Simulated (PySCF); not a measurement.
## Low-lying terms of Tc⁷⁺ (technetium, charge +7)

Ground state [Kr], ¹S. Calculation: PySCF 2.14, in aug-cc-pVQZ-PP with ECP28MDF; a scalar-relativistic core potential. Vertical excitation energies in eV without spin-orbit coupling; excited terms of each kind are numbered among those the solver found. Frozen: nothing.

```
 term  leading excitation  EOM-EE-CCSD
1 3P°              4p → d       42.253
1 3F°              4p → d       43.752
1 1D°              4p → d       46.091
1 3D°              4p → d       46.336
1 1F°              4p → d       46.718
1 1P°              4p → d       58.405
 1 3D              4s → d       74.212
 1 1D              4s → d       76.719
 1 3S              4p → p       79.106
 2 3D              4p → p       80.669
 2 1D              4p → p       81.213
```

The spin-orbit splitting of the hole, absent here, rivals or exceeds the spacing of these terms, so the LS terms are model states.

The solver can miss terms.
